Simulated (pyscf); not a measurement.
PySCF, gas phase, ωB97X-D3(BJ)/def2-SVP geometries.

### Question
HO–Si(OH)(OH)–SiH₃ -> HO–Si:–OH [singlet] + HO–SiH₃
Surface: singlet. Broken: O–Si, Si–Si. Formed: O–Si. Give ΔE‡ and ΔE from r²SCAN/def2-TZVP, relative to the reactant's lowest minimum found.

### Answer
ΔE‡ = 181.4 kJ/mol, ΔE = +170.6 kJ/mol. ωB97M-D3(BJ)/def2-TZVP gives 177.5 kJ/mol and +140.6 kJ/mol. Zero-point energy shifts the barrier by -0.4 kJ/mol. It is a 1,1-elimination, with an imaginary mode of 231i cm⁻¹. On the product side the descent ends in a complex, 22.3 kJ/mol under the separated species and 35.8 kJ/mol under the saddle at ωB97X-D3(BJ)/def2-TZVP. At ωB97X-D3(BJ)/def2-TZVP the barrier from the zero used here is 192.9 kJ/mol. HO–Si(OH)(OH)–SiH₃ lies 116.1 kJ/mol over its isomer HO–SiH(OH)–O–SiH₃ (electronic energy, ωB97M-D3(BJ)/def2-TZVP). This is the saddle that the search found; another between the same sides may lie lower.
